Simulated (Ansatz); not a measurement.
Geometry optimisation, RKS PBE-D4/def2-SVP (Ansatz 0.2.0).

Input:

```yaml
crystal:
  periodic: [false, false, false]
  atoms:
    - { symbol: Ge, position_ang: [-0.950995, -0.761288, 0.094277] }
    - { symbol: Si, position_ang: [0.07369, 1.329755, -0.042768] }
    - { symbol: F, position_ang: [-0.322332, -1.943858, -1.031157] }
    - { symbol: F, position_ang: [-0.811391, -1.528232, 1.655694] }
    - { symbol: F, position_ang: [-2.665642, -0.726235, -0.234824] }
    - { symbol: H, position_ang: [2.06415, -0.52859, 0.074429] }
    - { symbol: H, position_ang: [1.815146, -1.066923, -0.309185] }
    - { symbol: H, position_ang: [1.026939, 1.453248, 1.106851] }
    - { symbol: H, position_ang: [0.776187, 1.402653, -1.36298] }
    - { symbol: H, position_ang: [-1.005753, 2.369471, 0.049663] }
basis:
  gaussian: { orbitals: def2-SVP }
hamiltonian:
  xc: pbe
  dispersion: d4
relax:
  f_tol: 0.03
  max_steps: 50
```

Command:

```bash
$ ansatz run input.yaml --threads 2 --pin off --max-ram 3072MiB --backend cpu --events-out ev --progress --plain --runs-dir out
```

Q: Where does it end, and by what steps?

A: It converged. The force dipped under the threshold on the way, but the program's further checks kept it going. After 17 steps the energy has fallen by 0.180 eV; F4 moved furthest, 1.00 Å.

```
step  energy less start (eV)  largest force component (eV/Å)  accepted
   0                  0.0000                           1.967       yes
   1                 -0.1305                           0.170       yes
   2                 -0.1471                           0.097       yes
   3                 -0.1524                           0.077       yes
   4                 -0.1538                           0.263       yes
   5                 -0.1594                           0.158       yes
   6                 -0.1672                           0.045       yes
   7                 -0.1704                           0.226       yes
   8                 -0.1741                           0.092       yes
   9                 -0.1764                           0.009       yes
  10                 -0.1742                           0.297        no
  11                 -0.1780                           0.028       yes
  12                 -0.1779                           0.136        no
  13                 -0.1788                           0.045       yes
  14                 -0.1793                           0.044       yes
  15                 -0.1795                           0.074       yes
  16                 -0.1799                           0.051       yes
  17                 -0.1802                           0.001       yes
```

```xyz
10
Properties=species:S:1:pos:R:3
Ge -1.098 -0.746 0.207
Si -0.001 1.376 0.091
F -0.067 -2.101 -0.203
F -1.723 -1.130 1.791
F -2.463 -0.888 -0.870
H 2.685 -0.675 -0.654
H 2.081 -1.147 -0.576
H 1.107 1.364 1.099
H 0.513 1.536 -1.306
H -1.033 2.412 0.421
```

Whether the end is a true minimum wasn't checked by a vibrational analysis.

Run time: 25 s on 2 threads of Intel(R) Xeon(R) 6975P-C (Granite Rapids), on a shared host, peak memory 0.19 GiB.
